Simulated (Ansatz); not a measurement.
CH8FNO2Si2, SMILES `CN([SiH2]F)[SiH](O)O`. Total charge 0; spin multiplicity 1.

```xyz
15

C    -0.372   -0.869    1.511
N     0.062   -0.001    0.415
Si    1.691    0.496    0.272
F     2.307   -0.039   -1.120
Si   -1.107    0.521   -0.749
O    -1.996   -0.754   -1.263
O    -0.273    1.311   -1.914
H     0.488   -1.221    2.085
H    -0.907   -1.745    1.137
H    -1.036   -0.341    2.203
H     2.460   -0.128    1.375
H     1.869    1.962    0.219
H    -2.097    1.471   -0.217
H    -1.539   -1.529   -1.593
H     0.451    0.867   -2.362
```

(1) Give the diagnostics of a CCSD(T)/def2-TZVPP run (frozen core, Ansatz). (Estimate.)

Answers

(1) The calculation gave: T1 = 0.0117, largest single amplitude 0.016, largest double 0.011, (T) share of the correlation energy 3.4 %, 9 CCSD cycles. The RHF solution is stable towards an unrestricted one. T1 lies under the customary mark of 0.02 for closed shells.
